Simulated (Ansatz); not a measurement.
CH$_{3}$ClOSn. The species carries charge 0 and has multiplicity 1. Sn takes the def2 core potential. The bonds changed during the relaxation, so this is another structure than the one it started from. The structure was optimised at the PBE0-D4/def2-TZVP level.

```xyz
7

Cl    1.257   -0.889    1.702
Sn   -0.405    0.881    1.776
C    -0.375   -0.540   -1.145
O    -0.861    0.377   -0.522
H     0.694    2.082    1.064
H     0.367   -1.209   -0.685
H    -0.678   -0.704   -2.190
```

(1) What is the dipole moment at r2SCAN/def2-TZVPP? (An estimate is asked.)

(2) And with PBE, B3LYP, ωB97M-V? (Best estimate.)

(3) Give the Mulliken charges with r2SCAN, PBE, ωB97M-V in def2-TZVPP. (Best estimate.)

Answers

(1) Computed: 3.62 D, with components (-1.92, -0.33, -3.05) D in this frame, pointing from negative to positive charge.

(2) Ansatz gave: PBE 3.42 D, B3LYP 3.66 D, ωB97M-V 3.77 D.

(3) Ansatz gave: 
```csv
atom,r2SCAN,PBE,ωB97M-V
Cl1,-0.47,-0.44,-0.44
Sn2,0.54,0.49,0.47
C3,0.24,0.15,0.16
O4,-0.30,-0.24,-0.29
H5,-0.19,-0.16,-0.15
H6,0.10,0.09,0.13
H7,0.08,0.11,0.13
```

B3LYP here is the variant with VWN-RPA as its local correlation; programs differ in this.
